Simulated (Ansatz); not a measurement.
Born–Oppenheimer molecular dynamics of BH4NO2 (8 atoms, charge 0, multiplicity 1). It starts from a relaxed structure.

All numbers below come from RKS PBE-D4/def2-SVP (Ansatz 0.2.0).

```json
{
  "ensemble": "NVT, Langevin thermostat",
  "time step": "0.5 fs",
  "steps asked": "300",
  "set temperature": "1000 K",
  "friction": "0.005 /fs",
  "temperature schedule": "75 steps to 1000 K, then 225 steps to 250 K",
  "seed": "656525"
}
```

Frames 5 fs apart, positions in Å, forces in eV/Å.

Velocities at 20 fs (Å/ps):

```
B 3.21 6.53 -0.35
O 6.83 1.05 1.75
H -21.70 4.99 -32.53
N -8.70 0.92 9.45
H 10.58 -0.59 -42.96
H 23.37 8.44 -23.09
O -4.18 3.12 7.40
H -22.53 -37.24 -45.60
```

```xyz
8
Properties=species:S:1:pos:R:3:forces:R:3 time_fs=20 energy_less_start_eV=0.417 T=688
B -0.018 -0.147 -0.035 2.59 1.25 1.24
O 0.017 0.324 1.322 0.63 -0.85 -1.64
H -0.832 0.657 1.577 -1.27 0.36 0.55
N 1.275 0.001 -0.714 -2.32 -1.60 -1.72
H 1.276 -0.397 -1.730 0.65 1.21 2.34
H 2.029 0.554 -0.315 0.14 -0.13 -0.36
O -1.050 -0.682 -0.726 0.38 -0.17 -1.23
H -1.922 -0.857 -0.404 -0.80 -0.08 0.82
8
Properties=species:S:1:pos:R:3:forces:R:3 time_fs=25 energy_less_start_eV=0.564 T=544
B 0.019 -0.111 -0.024 -1.12 -0.41 1.33
O 0.048 0.325 1.321 -1.98 0.40 -0.65
H -0.890 0.653 1.447 1.09 -0.41 0.41
N 1.229 -0.005 -0.692 1.39 0.62 0.21
H 1.359 -0.275 -1.620 -0.20 -0.97 -2.23
H 2.066 0.527 -0.460 -0.35 0.13 0.83
O -1.075 -0.671 -0.694 0.27 0.17 -0.61
H -1.979 -1.014 -0.554 0.90 0.48 0.71
8
Properties=species:S:1:pos:R:3:forces:R:3 time_fs=30 energy_less_start_eV=0.726 T=351
B 0.046 -0.091 0.001 -2.59 -1.51 0.21
O 0.065 0.320 1.314 -0.94 0.44 0.27
H -0.869 0.582 1.433 0.04 0.02 0.69
N 1.218 -0.006 -0.688 3.23 -0.51 -4.68
H 1.365 -0.352 -1.729 -0.77 0.74 2.76
H 2.048 0.546 -0.439 -0.52 -0.17 0.38
O -1.086 -0.648 -0.668 0.85 0.60 -0.42
H -1.932 -1.115 -0.559 0.71 0.39 0.79
8
Properties=species:S:1:pos:R:3:forces:R:3 time_fs=35 energy_less_start_eV=0.413 T=685
B 0.028 -0.095 0.016 0.34 -1.10 -1.66
O 0.071 0.331 1.295 -0.11 0.51 1.20
H -0.835 0.529 1.550 -0.50 0.11 0.56
N 1.250 -0.010 -0.727 -1.59 0.78 3.17
H 1.266 -0.376 -1.611 0.59 -0.99 -3.04
H 1.990 0.543 -0.332 0.67 0.17 -0.23
O -1.085 -0.619 -0.646 0.85 0.74 -0.87
H -1.821 -1.170 -0.395 -0.25 -0.22 0.85
8
Properties=species:S:1:pos:R:3:forces:R:3 time_fs=40 energy_less_start_eV=0.513 T=697
B 0.009 -0.097 -0.007 2.90 0.50 -0.58
O 0.074 0.351 1.287 -1.72 0.50 1.91
H -0.813 0.472 1.780 1.76 -0.32 -1.26
N 1.281 -0.023 -0.749 -1.80 -0.96 -1.10
H 1.297 -0.462 -1.764 0.49 1.54 2.77
H 2.012 0.565 -0.315 -0.02 -0.51 -0.92
O -1.074 -0.590 -0.632 -2.46 -2.03 0.20
H -1.619 -1.211 -0.043 0.86 1.28 -1.01
8
Properties=species:S:1:pos:R:3:forces:R:3 time_fs=45 energy_less_start_eV=0.605 T=596
B 0.034 -0.089 -0.038 2.45 1.44 0.48
O 0.069 0.378 1.308 3.18 -0.42 -2.95
H -0.668 0.379 1.851 -2.88 -0.01 1.55
N 1.284 -0.055 -0.773 -1.02 1.68 3.67
H 1.445 -0.419 -1.641 0.09 -1.41 -3.21
H 2.072 0.525 -0.486 -0.11 -0.05 0.34
O -1.089 -0.583 -0.630 -0.26 -0.44 -0.10
H -1.353 -1.073 0.157 -1.45 -0.78 0.22
8
Properties=species:S:1:pos:R:3:forces:R:3 time_fs=50 energy_less_start_eV=0.892 T=334
B 0.095 -0.051 -0.070 -2.29 0.03 1.88
O 0.086 0.403 1.311 -0.93 -0.62 0.06
H -0.714 0.242 1.944 1.72 0.39 -2.10
N 1.277 -0.084 -0.775 3.85 0.01 -3.46
H 1.520 -0.532 -1.752 -1.56 0.89 2.39
H 2.137 0.494 -0.610 -1.12 -0.47 0.62
O -1.112 -0.588 -0.617 1.01 -0.54 2.15
H -1.344 -1.033 0.262 -0.68 0.31 -1.53
8
Properties=species:S:1:pos:R:3:forces:R:3 time_fs=55 energy_less_start_eV=0.494 T=757
B 0.113 -0.011 -0.066 -1.93 -1.51 0.99
O 0.105 0.410 1.288 2.54 0.75 -2.24
H -0.638 0.126 1.769 -2.02 -0.51 1.05
N 1.312 -0.121 -0.807 -1.55 1.44 2.86
H 1.325 -0.589 -1.638 0.07 -1.54 -3.21
H 2.088 0.453 -0.597 1.30 0.68 0.28
O -1.119 -0.600 -0.586 2.02 0.81 0.05
H -1.561 -1.002 0.171 -0.43 -0.11 0.21
8
Properties=species:S:1:pos:R:3:forces:R:3 time_fs=60 energy_less_start_eV=0.714 T=503
B 0.094 -0.004 -0.043 0.27 -2.24 -1.56
O 0.136 0.410 1.243 -1.35 -0.03 1.97
H -0.699 0.031 1.680 1.50 1.01 -0.55
N 1.343 -0.151 -0.831 -1.53 0.41 0.02
H 1.149 -0.684 -1.754 1.20 1.53 1.66
H 2.206 0.445 -0.575 -1.67 -1.47 -1.11
O -1.107 -0.610 -0.549 0.71 0.18 -0.19
H -1.801 -0.980 0.049 0.87 0.59 -0.23
8
Properties=species:S:1:pos:R:3:forces:R:3 time_fs=65 energy_less_start_eV=0.651 T=671
B 0.073 -0.032 -0.044 2.68 -1.10 -1.25
O 0.159 0.419 1.232 0.23 0.60 0.71
H -0.653 0.053 1.597 -0.43 0.22 0.89
N 1.345 -0.174 -0.850 -4.84 -0.26 1.88
H 1.218 -0.593 -1.727 -0.15 -0.77 -1.85
H 2.219 0.218 -0.735 2.26 1.31 0.74
O -1.077 -0.611 -0.511 0.03 -0.32 -1.61
H -1.902 -0.881 -0.095 0.22 0.32 0.49
8
Properties=species:S:1:pos:R:3:forces:R:3 time_fs=70 energy_less_start_eV=0.634 T=656
B 0.111 -0.087 -0.077 1.41 0.62 2.30
O 0.181 0.434 1.238 0.33 -0.03 -0.61
H -0.637 0.165 1.688 0.05 0.17 0.11
N 1.296 -0.201 -0.862 2.72 -0.14 -2.50
H 1.277 -0.587 -1.851 -0.72 0.41 1.42
H 2.350 0.076 -0.804 -2.73 -0.21 0.95
O -1.040 -0.612 -0.498 -0.64 -1.13 -2.42
H -1.918 -0.704 -0.151 -0.42 0.30 0.75
8
Properties=species:S:1:pos:R:3:forces:R:3 time_fs=75 energy_less_start_eV=0.353 T=887
B 0.175 -0.132 -0.069 -2.37 0.64 2.86
O 0.203 0.437 1.232 -0.01 0.01 0.36
H -0.609 0.354 1.822 1.25 -0.10 -1.40
N 1.266 -0.218 -0.898 -0.51 -0.21 -0.99
H 1.203 -0.569 -1.836 -0.27 -0.28 -0.59
H 2.181 -0.053 -0.628 2.38 0.57 0.88
O -1.020 -0.628 -0.507 -2.20 -0.57 -0.71
H -1.894 -0.443 -0.055 1.72 -0.06 -0.42
```

Of the whole run (150 fs, mean temperature of the second half 637 K): The schedule's set-point averaged 500 K over the second half and the system 637 K, so it lags behind the ramp. A run of 0.15 ps of so small a system gives no equilibrium averages.

Time of the run: 7.5 min on 1 thread of Arm Neoverse V2 (shared host), peak memory 0.13 GiB.
